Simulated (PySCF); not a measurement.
Atom-mapped SMILES (the numbers label the heavy atoms): `[CH3:1][CH2:2][SiH2:3][Cl:4]` (H(Xn): hydrogen on atom n).

PySCF 2.14.0 with density-fitted response routines calculation with shielding tensors at B97-2/pcSseg-2 (GIAO) and structure optimised with PBE0-D3(BJ)/def2-TZVP; in vacuum, single conformer, one averaged value for each set of equivalent atoms, non-relativistic Hamiltonian.

Question: List the cross peaks expected in HSQC, COSY and HMBC spectra.

Answer: 

HSQC (one-bond C–H):
```csv
δH,δC
1.05 (H(C1)),8.3 (C1)
1.02 (H(C2)),11.6 (C2)
```

COSY cross peaks (H two or three bonds apart, from the bond graph; peaks can be absent where the dihedral angle is near 90°):
```csv
δH,δH
5.03 (H(Si3)),1.02 (H(C2))
1.05 (H(C1)),1.02 (H(C2))
```

HMBC (two and three bonds, from the bond graph):
```csv
δH,δC
5.03 (H(Si3)),"11.6 (C2), 8.3 (C1)"
1.05 (H(C1)),11.6 (C2)
1.02 (H(C2)),8.3 (C1)
```

References, each an isolated molecule treated in the same way: TMS for ¹H and ¹³C.

Shifts are as computed. Against solution values, carbons near 30 ppm lie about +3 ppm off and those near 130 ppm about +7 ppm. Of 1211 compounds with measured shifts, 218 miss one by over three times the rms of a fit or turn the order of signals round; such compounds aren't used in these exercises.
